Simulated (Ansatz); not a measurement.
Isolated molecules relaxed with PBE0-D4/def2-TZVP in Ansatz; ΔE leaves out vibrations. CCSD(T)/CBS is the MP2 limit (def2-TZVPP, def2-QZVPP) plus CCSD(T) − MP2 in def2-TZVPP, frozen cores. Functionals use def2-TZVPP. One conformer a species, not always the lowest.

Consider the isomerisation: `C[N]1[SiH2][Al]1[CH3]` → `C=C([SiH3])[NH][AlH2]`.

| level | ΔE (kJ/mol) |
| --- | --- |
| PBE0-D4 | 57.4 |
| r2SCAN | 54.0 |
| HF/def2-TZVPP | 9.7 |
| MP2/def2-TZVPP | 47.7 |
| HF/def2-QZVPP | 9.2 |
| HF/CBS(def2) | 9.2 |
| MP2/CBS(def2) | 48.3 |
| CCSD/CBS(def2) | 39.7 |

Task: What does CCSD(T)/CBS give? (Estimate.)

Result: The calculation gave: +41.7 kJ/mol. The listed levels differ from it by 15.7, 12.3, -32.0, 6.0, -32.5, -32.5, 6.6, -2.0 kJ/mol.

Largest T1 diagnostic among the species: 0.013.

The D4 term adds −7.1 kJ/mol with B3LYP and −3.7 kJ/mol with PBE0; it sums over pairs of atoms, weighted by their polarisabilities, and B3LYP, whose exchange is more repulsive, gets the larger term. In def2-TZVPP, CCSD(T) changes the Hartree–Fock value by +31.4 kJ/mol (the triples alone add +1.9 kJ/mol) and MP2 by +38.0 kJ/mol.

B3LYP here is the variant with VWN-RPA as its local correlation; programs differ in this.
